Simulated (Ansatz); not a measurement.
Molecule: GaH, charge 0, multiplicity 3. This is an excited triplet: at this geometry the singlet lies 2.01 eV lower at CCSD(T)/CBS(aug-cc-pVTZ,aug-cc-pVQZ). 
Structure (B3LYP-D3(BJ)/def2-TZVP (Ansatz, a quantum-chemistry and plane-wave program) minimum search):
```
Ga
H 1 1.6249
```
Charge 0, spin multiplicity 3.

Basis-set convergence of Hartree-Fock and MP2 correlation energies (hartree) with Ansatz. Valence correlation only, unless marked. Open shells are spin-unrestricted. Spin-orbit coupling is left out. Frozen are the shells of the preceding noble gas and the d and f shells that filled before the atom's block. Non-relativistic.

| basis | functions | E(HF) | E(corr, MP2) |
|---|---|---|---|
| def2-SVPD | 46 | -1923.49915 | -0.03621 |
| def2-TZVPPD | 71 | -1923.74822 | -0.04195 |
| def2-QZVPPD | 128 | -1923.78866 | -0.04439 |

Extrapolating the two largest sets (X = 3 and 4) as X^-3: E(corr) = (64·(-0.04439) - 27·(-0.04195))/37 = -0.0462 Eh, an estimate of the basis-set limit. The largest set recovers 96.1 % of it, the smallest 78.4 %.
